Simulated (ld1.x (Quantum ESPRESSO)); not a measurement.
## What one change does to a pseudopotential (molybdenum (Mo), PAW)

| Item | Value |
| --- | --- |
| Element | Mo |
| Generator | ld1.x (Quantum ESPRESSO) 7.5 |
| Type | PAW |
| Functional | Wu–Cohen |
| Relativity | scalar-relativistic |
| Frozen core | [Ar] 3d10 |
| Valence charge | 14 |
| Reference configuration | 4s2 4p6 4d6 5s0 5p0 |
| Partial waves | 4s (bound): rcut 1.55, rcutus 1.65 bohr; 5s (bound, empty): rcut 1.55, rcutus 1.65 bohr; 4p (bound): rcut 1.80, rcutus 2.40 bohr; 5p (bound, empty): rcut 1.80, rcutus 2.40 bohr; 4d (bound): rcut 1.40, rcutus 1.95 bohr; 4d channel at 0.25 Ry: rcut 1.40, rcutus 1.95 bohr |
| Local potential | all-electron potential smoothed inside 1.65 bohr (lloc = -2) |
| Core correction | Bessel-smoothed model core inside 1.30 bohr |
| Augmentation charge | BESSEL, radius 1.35 bohr |

Change: all radii but the core radius scaled by about 1.14 (s 1.88, p 2.72, d 2.22 bohr, rcut 1.76/2.04/1.58); local potential all-electron potential smoothed inside 1.88 bohr (lloc = -2); augmentation BESSEL, radius 1.54 bohr.

Cutoffs: the cutoffs (Ry, on a coarse ladder) from which the occupation-weighted sum of valence levels, in a spherical-Bessel basis at the reference potential, stays within 10 and 1 mRy of its value at 400 Ry; they do not see the model core or the augmentation charge, which bear on the density cutoff. Errors are all-electron minus pseudo energies relative to the spin-unpolarised reference configuration.

Question: What does the change do?

Answer: The potential gets softer (30 Ry and 45 Ry → 21 Ry and 35 Ry); of the 5 tests that both files solve, the error grows in 1 and shrinks in 2 by more than 15 % and 0.3 meV (median size 1.7 → 1.2 meV); neither file shows a bound ghost at the reference potential, the only one tested. A larger radius leaves more room for a smooth pseudo-wave, so fewer plane waves are needed.

| quantity | base | changed |
| --- | --- | --- |
| cutoff, loose | 30 Ry | 21 Ry |
| cutoff, tight | 45 Ry | 35 Ry |
| loose cutoff by channel (10 mRy a level) | s 18 Ry, p 10 Ry, d 21 Ry | s 12 Ry, p 10 Ry, d 18 Ry |
| bound ghosts | none | none |
| tests counted (converged, no solver errors) | 6 of 7 | 6 of 7 |
| error for 4s2 4p6 4d5 5s1 5p0, meV [ΔE -0.77 eV] | +1.7 | +2.6 |
| error for 4s2 4p6 4d5 5s0 5p0, meV [ΔE 6.12 eV] | +0.7 | +0.6 |
| error for 4s2 4p6 4d4 5s0 5p0, meV [ΔE 21.57 eV] | +3.3 | -2.6 |
| error for 4s2 4p6 4d5.5 5s0.5 5p0, meV [ΔE -0.49 eV] | +0.9 | +1.2 |
| error for 4s2 4p6 4d4 5s1 5p0, meV [ΔE 7.31 eV] | +3.5 | +0.9 |
| lowest overlap eigenvalue by channel | s 0.24, p 0.00, d 0.97 | s 0.08, p 0.71, d 0.89 |

Base: Tests not counted: 4s2 4p6 4d2 5s0 5p0 (solver errors, printed error -703 eV). Changed file: Tests not counted: 4s2 4p6 4d4 5s1 5p1 (solver errors, printed error -2.2 eV). These tests converged, but a pseudo level misses the all-electron one widely, so the file describes the atom poorly there or has found another state: 4s2 4p6 4d2 5s0 5p0: empty 5p by 17.8 eV.
